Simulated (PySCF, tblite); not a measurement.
C5H8Si.
SMILES with atom numbers: `[CH3:1][C:2]#[C:3][SiH:4]1[CH2:5][CH2:6]1` (hydrogens: H7, H8, H9 on C1; H10 on Si4; H11, H12 on C5; H13, H14 on C6)

Computed with GFN2-xTB (tblite), gas phase: Langevin dynamics at 400 K from the optimised GFN2-xTB geometry, time step 0.5 fs, friction 0.01 fs⁻¹, 2000 steps. Over the second half of the run the saved frames average 418 K.

Frame at 250 fs, instantaneous temperature 412 K:
```
atom  x, y, z in Å
C1      3.180   -0.510   -0.353
C2      1.767   -0.258   -0.521
C3      0.548   -0.025   -0.599
Si4    -1.224   -0.108   -0.872
C5     -2.239   -0.532    0.563
C6     -2.035   -1.778   -0.309
H7      3.603   -0.886   -1.317
H8      3.349   -1.305    0.451
H9      3.603    0.485   -0.220
H10    -1.887    0.663   -1.894
H11    -1.772   -0.548    1.550
H12    -3.241   -0.171    0.679
H13    -1.369   -2.530    0.097
H14    -2.901   -2.062   -0.896
```

Frame at 425 fs, instantaneous temperature 356 K:
```
atom  x, y, z in Å
C1      3.309   -0.272   -0.896
C2      1.908   -0.417   -0.530
C3      0.681   -0.399   -0.753
Si4    -1.229   -0.392   -0.539
C5     -1.765   -1.452    0.989
C6     -2.142   -2.021   -0.364
H7      3.455    0.477   -1.681
H8      3.667   -1.187   -1.237
H9      3.916   -0.133   -0.047
H10    -1.799    0.860   -1.047
H11    -0.838   -1.818    1.410
H12    -2.432   -1.060    1.733
H13    -1.588   -2.902   -0.734
H14    -3.273   -2.231   -0.510
```

Frame at 625 fs, instantaneous temperature 332 K:
```
atom  x, y, z in Å
C1      3.377   -0.220   -1.036
C2      2.045   -0.521   -0.472
C3      0.880   -0.603   -0.243
Si4    -0.943   -0.177   -0.119
C5     -1.972   -1.109    1.198
C6     -2.415   -1.437   -0.169
H7      3.445    0.849   -1.073
H8      3.366   -0.672   -2.038
H9      4.139   -0.625   -0.431
H10    -1.190    1.187   -0.624
H11    -1.382   -1.845    1.659
H12    -2.546   -0.376    1.793
H13    -2.145   -2.358   -0.706
H14    -3.403   -1.155   -0.537
```

Frame at 800 fs, instantaneous temperature 551 K:
```
atom  x, y, z in Å
C1      3.370   -1.320   -0.596
C2      2.028   -0.829   -0.395
C3      0.974   -0.311   -0.134
Si4    -0.797    0.092   -0.003
C5     -1.845   -0.769    1.294
C6     -2.061   -1.226   -0.162
H7      3.968   -0.781    0.122
H8      3.769   -1.290   -1.623
H9      3.439   -2.418   -0.234
H10    -1.377    1.434   -0.275
H11    -1.357   -1.486    1.873
H12    -2.814   -0.375    1.762
H13    -1.814   -2.203   -0.468
H14    -3.025   -0.799   -0.607
```

Frame at 1000 fs, instantaneous temperature 272 K:
```
atom  x, y, z in Å
C1      3.509   -1.290    0.013
C2      2.160   -0.818    0.039
C3      1.004   -0.444   -0.060
Si4    -0.749    0.096    0.464
C5     -2.014   -1.366    0.527
C6     -2.037   -0.446   -0.771
H7      4.075   -0.864    0.884
H8      4.123   -1.000   -0.825
H9      3.528   -2.386    0.183
H10    -1.017    1.244    1.313
H11    -1.742   -2.375    0.456
H12    -2.976   -1.206    1.119
H13    -1.799   -0.886   -1.726
H14    -3.023    0.018   -0.767
```

Task: What do single points at PBE0/pcSseg-1 (PySCF, gas phase) give on these frames?

Result: 
| t (fs) | GFN2-xTB E above start (eV) | DFT E above lowest frame (eV) | HOMO (eV) | LUMO (eV) | dipole (D) |
| --- | --- | --- | --- | --- | --- |
| 250 | 0.45 | 0.00 | -6.23 | -0.14 | 1.67 |
| 425 | 0.82 | 0.49 | -6.32 | -0.34 | 0.84 |
| 625 | 0.73 | 0.37 | -5.95 | -0.10 | 1.37 |
| 800 | 0.52 | 0.10 | -6.53 | -0.18 | 2.04 |
| 1000 | 0.45 | 0.17 | -6.65 | -0.18 | 1.50 |

The two levels order the frames alike by energy but for pairs within 0.08 eV at one level; measured from each level's lowest frame they differ by 0.17 eV at most. The HOMO–LUMO gap runs from 5.85 to 6.47 eV. These are instantaneous structures, not minima.

Task: And the isotropic GIAO shieldings (ppm) from the same runs?

Result: 
```
atom  250 fs  425 fs  625 fs  800 fs  1000 fs   mean  range
  C1   175.1   182.9   180.6   178.0    180.4  179.4    7.8
  C2    67.4    73.7    68.7    74.7     71.3   71.2    7.3
  C3   101.5    83.8   102.9   107.2    103.2   99.7   23.4
 Si4   503.5   491.6   517.7   492.8    479.9  497.1   37.8
  C5   189.1   186.0   190.2   189.5    182.8  187.5    7.4
  C6   188.4   178.7   183.1   185.4    188.1  184.7    9.7
  H7    28.8    29.2    29.7    29.5     29.0   29.2    0.9
  H8    28.0    31.1    29.1    29.3     29.9   29.5    3.1
  H9    29.0    31.3    30.9    28.3     29.2   29.7    3.0
 H10    28.8    28.0    28.1    28.0     27.9   28.2    0.9
 H11    30.7    31.3    31.8    32.0     31.5   31.5    1.3
 H12    31.5    30.4    29.6    29.7     30.1   30.3    1.9
 H13    31.1    29.6    29.7    31.4     31.0   30.6    1.8
 H14    31.2    28.7    30.9    30.1     30.9   30.4    2.5
```

What follows is the cost of the whole dynamics run. Rough CPU time on one thread of a shared machine: about 30 s.
